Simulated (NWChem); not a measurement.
Atomisation of C$_{2}$H$_{7}$OSi

```xyz
11

C      1.5325    -0.8565    -0.0418
Si    -0.0062     0.1200     0.4023
C     -1.5647    -0.8289    -0.0823
O      0.1200     1.5624    -0.4527
H      2.4440    -0.2955     0.2126
H      1.5566    -1.8177     0.4938
H      1.5497    -1.0625    -1.1259
H     -1.5625    -1.0382    -1.1663
H     -2.4831    -0.2707     0.1565
H     -1.6091    -1.7898     0.4542
H     -0.5755     2.2065    -0.2907
```
Charge 0, spin multiplicity 2.

Program: NWChem. Structure: optimised with UPBE0/def2-SVP, a minimum by its harmonic frequencies. It is one conformer; others weren't searched.

Basis set: def2-TZVP. The atomisation energy is electronic alone: no zero-point, thermal, spin-orbit or counterpoise terms. No value is extrapolated to the basis-set limit. Free atoms are single determinants with multiplicities C 3, Si 3, O 3, H 2.

B3LYP has NWChem's definition, with VWN1-RPA local correlation. The structure started from a generated list of species. The stability of the SCF solutions was not checked.

**Question.** One of these methods gave an atomisation energy of 994.5 kcal/mol. Which?
A) PBE0
B) B3LYP
C) TPSS
D) BP86

**Answer.** D, BP86. The others give 969.1 (PBE0), 965.3 (B3LYP), 976.0 (TPSS).
